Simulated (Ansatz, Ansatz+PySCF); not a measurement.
```json
{"atom": "Si", "x (Å)": "0.0000", "y (Å)": "0.0000", "z (Å)": "0.0000"}
{"atom": "H", "x (Å)": "0.8619", "y (Å)": "0.8619", "z (Å)": "0.8619"}
{"atom": "H", "x (Å)": "0.8619", "y (Å)": "-0.8619", "z (Å)": "-0.8619"}
{"atom": "H", "x (Å)": "-0.8619", "y (Å)": "0.8619", "z (Å)": "-0.8619"}
{"atom": "H", "x (Å)": "-0.8619", "y (Å)": "-0.8619", "z (Å)": "0.8619"}
```

Basis set: def2-SVP (spherical functions). Frozen core: 5 orbitals. Charge 0, multiplicity 1.

Computed with Ansatz (development build ahead of 0.2.0); each method stands on the lowest determinant of its kind that the runs found. Restricted open shells among the atoms or ions are ROHF, correlated in semicanonical orbitals with singles. Restricted functionals stand beside restricted open-shell atoms, which can lie above the unrestricted atoms usual in DFT and then raise those values.

Q: Give the atomization energy at this shape (free ground-state atoms in the same class of orbitals less the molecule, no zero-point energy) of singlet SiH4 by ωB97X (restricted), ωB97X (unrestricted), r²SCAN (unrestricted), r²SCAN (restricted), PBE0 (unrestricted), PBE0 (restricted), PBE (unrestricted), PBE (restricted), RHF-CCSD(T), RHF-MP2, RHF, UHF.

A:

```csv
method,atomization energy
ωB97X (restricted),13.98 eV
ωB97X (unrestricted),13.94 eV
r²SCAN (unrestricted),13.85 eV
r²SCAN (restricted),13.91 eV
PBE0 (unrestricted),13.60 eV
PBE0 (restricted),13.63 eV
PBE (unrestricted),13.54 eV
PBE (restricted),13.57 eV
RHF-CCSD(T),13.31 eV
RHF-MP2,12.95 eV
RHF,11.07 eV
UHF,10.98 eV
```
